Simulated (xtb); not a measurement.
CH₃O (SMILES C[O-]), charge -1, singlet, from a rough starting geometry; GFN2-xTB in xtb.

xtb was given this input:
```
$ xtb mol.xyz --gfn 2 --chrg -1 --opt vtight --json

# file mol.xyz
5

C      0.00214042     0.08429217    -0.02180903
O      0.06190444    -1.31424090     0.03930422
H     -0.97687741     0.35804627    -0.03026839
H      0.49034465     0.49023383     0.89644349
H      0.54345574     0.45436893    -0.93503823
```

What does xtb print? Leave out banner, timings and long lists.


```
   ID    Z sym.   atoms
    1    6 C      1
    2    8 O      2
    3    1 H      3-5

           -------------------------------------------------
          |                Calculation Setup                |
           -------------------------------------------------

           -------------------------------------------------
          |                 G F N 2 - x T B                 |
           -------------------------------------------------

          ...................................................
          :                      SETUP                      :
          :.................................................:
          :  # basis functions                  11          :
          :  # atomic orbitals                  11          :
          :  # shells                            7          :
          :  # electrons                        14          :
          :  max. iterations                   250          :
          :  Hamiltonian                  GFN2-xTB          :
          :  restarted?                      false          :
          :  GBSA solvation                  false          :
          :  PC potential                    false          :
          :  electronic temp.          300.0000000     K    :
          :  accuracy                    1.0000000          :
          :  -> integral cutoff          0.2500000E+02      :
          :  -> integral neglect         0.1000000E-07      :
          :  -> SCF convergence          0.1000000E-05 Eh   :
          :  -> wf. convergence          0.1000000E-03 e    :
          :  Broyden damping             0.4000000          :
          :  net charge                         -1          :
          :  unpaired electrons                  0          :
          ...................................................

 iter      E             dE          RMSdq      gap      omega  full diag
   1     -7.8215609 -0.782156E+01  0.641E+00   13.84       0.0  T
   2     -7.9191843 -0.976234E-01  0.253E+00   11.04       1.0  T
   3     -7.9204256 -0.124135E-02  0.141E+00   10.90       1.0  T
   4     -7.9207562 -0.330627E-03  0.363E-01   10.72       1.0  T
   5     -7.9207930 -0.367860E-04  0.584E-02   10.92       1.0  T
   6     -7.9207977 -0.463636E-05  0.437E-02   10.86       1.0  T
   7     -7.9208026 -0.496009E-05  0.275E-03   10.88      16.3  T
   8     -7.9208026  0.130841E-08  0.125E-03   10.88      35.7  T
   9     -7.9208026 -0.258571E-08  0.128E-04   10.88     349.8  T
  10     -7.9208026 -0.575540E-12  0.247E-05   10.88    1810.1  T

   *** convergence criteria satisfied after 10 iterations ***

         :::::::::::::::::::::::::::::::::::::::::::::::::::::
         ::                     SUMMARY                     ::
         :::::::::::::::::::::::::::::::::::::::::::::::::::::
         :: total energy              -7.856822050989 Eh    ::
         :: gradient norm              0.120809863618 Eh/a0 ::
         :: HOMO-LUMO gap             10.879981642405 eV    ::
         ::.................................................::
         :: SCC energy                -7.920802608825 Eh    ::
         :: -> isotropic ES            0.229163238746 Eh    ::
         :: -> anisotropic ES          0.000902587984 Eh    ::
         :: -> anisotropic XC         -0.003822275257 Eh    ::
         :: -> dispersion             -0.001530485930 Eh    ::
         :: repulsion energy           0.063980557836 Eh    ::
         :: add. restraining           0.000000000000 Eh    ::
         :: total charge              -1.000000000000 e     ::
         :::::::::::::::::::::::::::::::::::::::::::::::::::::

      -----------------------------------------------------------
     |                   =====================                   |
     |                        A N C O P T                        |
     |                   =====================                   |
     |               Approximate Normal Coordinate               |
[...]
 * total energy  :    -7.8568221 Eh     change       -0.1332268E-11 Eh
 * total energy  :    -7.8662921 Eh     change       -0.9470076E-02 Eh
 * total energy  :    -7.8712044 Eh     change       -0.4912225E-02 Eh
 * total energy  :    -7.8716184 Eh     change       -0.4140056E-03 Eh
 * total energy  :    -7.8716428 Eh     change       -0.2443684E-04 Eh
 * total energy  :    -7.8716489 Eh     change       -0.6072315E-05 Eh
 * total energy  :    -7.8716504 Eh     change       -0.1544155E-05 Eh
 * total energy  :    -7.8716509 Eh     change       -0.4484037E-06 Eh
 * total energy  :    -7.8716509 Eh     change       -0.2041967E-07 Eh
   *** GEOMETRY OPTIMIZATION CONVERGED AFTER 9 ITERATIONS ***
         :: total energy              -7.871650880256 Eh    ::
[...]
         :: -> isotropic ES            0.202323754683 Eh    ::
         :: -> anisotropic ES          0.001922512499 Eh    ::
         :: -> anisotropic XC         -0.004019192966 Eh    ::
         :: -> dispersion             -0.001771357448 Eh    ::
         :: repulsion energy           0.049111492077 Eh    ::
         :: add. restraining           0.000000000000 Eh    ::
         :: total charge              -1.000000000000 e     ::
         :::::::::::::::::::::::::::::::::::::::::::::::::::::

           -------------------------------------------------
          |                Property Printout                |
           -------------------------------------------------

    * Orbital Energies and Occupations

         #    Occupation            Energy/Eh            Energy/eV
      -------------------------------------------------------------
         1        2.0000           -0.3773078             -10.2671
         2        2.0000           -0.3387259              -9.2172
         3        2.0000           -0.2608258              -7.0974
         4        2.0000           -0.2608217              -7.0973
         5        2.0000           -0.2151667              -5.8550
         6        2.0000           -0.0847709              -2.3067
         7        2.0000           -0.0847682              -2.3067 (HOMO)
         8                          0.3095930               8.4245 (LUMO)
         9                          0.3464469               9.4273
        10                          0.3464658               9.4278
        11                          0.6117038              16.6453
      -------------------------------------------------------------
                  HL-Gap            0.3943613 Eh           10.7311 eV
             Fermi-level            0.1124124 Eh            3.0589 eV

     #   Z          covCN         q      C6AA      α(0)
     1   6 C        3.583     0.209    17.908     6.140
     2   8 O        0.855    -0.772    30.760     7.436
     3   1 H        0.909    -0.146     7.481     4.279
     4   1 H        0.909    -0.146     7.482     4.279
     5   1 H        0.909    -0.146     7.481     4.279

 Mol. C6AA /au·bohr⁶  :        321.120004
 Mol. C8AA /au·bohr⁸  :       5768.207588
 Mol. α(0) /au        :         26.411955

Wiberg/Mayer (AO) data.
largest (>0.10) Wiberg bond orders for each atom

 ---------------------------------------------------------------------------
     #   Z sym  total        # sym  WBO       # sym  WBO       # sym  WBO
 ---------------------------------------------------------------------------
     1   6 C    3.971 --     2 O    1.229     5 H    0.914     3 H    0.914
                             4 H    0.914
     2   8 O    1.420 --     1 C    1.229
     3   1 H    0.979 --     1 C    0.914
     4   1 H    0.979 --     1 C    0.914
     5   1 H    0.979 --     1 C    0.914
 ---------------------------------------------------------------------------

Topologies differ in total number of bonds
Writing topology from bond orders to xtbtopo.mol

molecular dipole:
                 x           y           z       tot (Debye)
 q only:       -0.115       1.524      -0.027
   full:       -0.135       1.958      -0.039       4.989
molecular quadrupole (traceless):
                xx          xy          yy          xz          yz          zz
 q only:        2.139       0.398      -4.301      -0.009       0.149       2.162
  q+dip:        3.035       0.550      -6.098      -0.013       0.217       3.064
   full:        2.867       0.527      -5.762      -0.012       0.202       2.895

optimized geometry written to: xtbopt.xyz

           -------------------------------------------------
          | TOTAL ENERGY               -7.871650880256 Eh   |
          | GRADIENT NORM               0.000019318784 Eh/α |
          | HOMO-LUMO GAP              10.731116573432 eV   |
           -------------------------------------------------

normal termination of xtb
```
